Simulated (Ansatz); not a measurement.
`[SiH3][SiH](Br)Br` + H₂ → `[SiH3][SiH2]Br` + HBr at 500 K and 1 bar (hydrogenolysis of the Si–Br bond).

Isolated molecules relaxed with PBE0-D4/def2-TZVP in Ansatz; ΔE leaves out vibrations. CBS: MP2 limit from def2 TZ/QZ plus the TZ coupled-cluster correction, frozen cores. This one scheme is used for every species. For Br outer-core shells are correlated without core-valence functions, which leaves a few kJ/mol of doubt a bond. Scalar relativity is left out up to krypton.

| species | CCSD(T)/CBS energy (Eh) | H − E (kJ/mol) | S (J/(mol·K)) |
| --- | --- | --- | --- |
| `[SiH3][SiH](Br)Br` | -5727.28842 | 141.1 | 440.3 |
| H₂ | -1.17544 | 41.0 | 145.5 |
| `[SiH3][SiH2]Br` | -3154.51510 | 152.2 | 389.7 |
| HBr | -2573.91920 | 30.5 | 213.7 |

H − E and S are ideal-gas, rigid-rotor, harmonic terms from PBE0-D4/def2-TZVP. The MP2-based limit puts H₂ 0.8 mEh under its directly extrapolated value; such offsets cancel only in part. 1 Eh = 2625.50 kJ/mol, R = 8.31446 J/(mol·K).

Q: By hand: ΔE, ΔH, ΔS and ΔG.

A: ΔE = (-3154.51510) + (-2573.91920) − (-5727.28842) − (-1.17544) = 0.02956 Eh = 77.6 kJ/mol. Δ(H − E) = 152.2 + 30.5 − 141.1 − 41.0 = 0.6, so ΔH = 78.2 kJ/mol. ΔS = 389.7 + 213.7 − 440.3 − 145.5 = 17.6 J/(mol·K). ΔG = 78.2 − 500 × (17.6)/1000 = 69.4 kJ/mol.

Q: By hand: the equilibrium constant, and the temperature at which ΔG would vanish if ΔH and ΔS stayed fixed.

A: log₁₀ K = −ΔG/(RT ln 10) = -7.3. ΔG = 0 at ΔH/ΔS = 4443 K, far beyond where these terms or the molecules hold.

ΔH outweighs TΔS. A doubt of 5 kJ/mol in ΔE shifts log₁₀ K by 0.5 here. These are equilibria of isolated gas molecules and say nothing of rates. Largest T1 diagnostic: 0.010 (customary marks: 0.02 for closed shells, 0.045 for open ones).
